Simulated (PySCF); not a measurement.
All values below come from TPSSh-D3(BJ)/def2-TZVP // TPSS-D3(BJ)/def2-SVP in PySCF 2.14.0. All species are isolated molecules in the gas phase. 

Reference species: [Zr(Cl)4] (neutral, multiplicity 1).

HOMO–LUMO gap: 5.78 eV
HOMO: -9.01 eV
charge on the central atom (Mulliken): 1.38 e

Changed species: [Zr(Br)4] (4 of 4 Cl replaced by Br; the reference has 0 of 4 Cl replaced by Br).

**Question.** Predict the effect on the HOMO–LUMO gap, HOMO and charge on the central atom (Mulliken).

**Answer.** the HOMO–LUMO gap falls by 0.84 eV, to 4.94 eV; the HOMO rises by 0.74 eV, to -8.27 eV; the charge on the central atom (Mulliken) drops by 0.10 e, to 1.28 e.
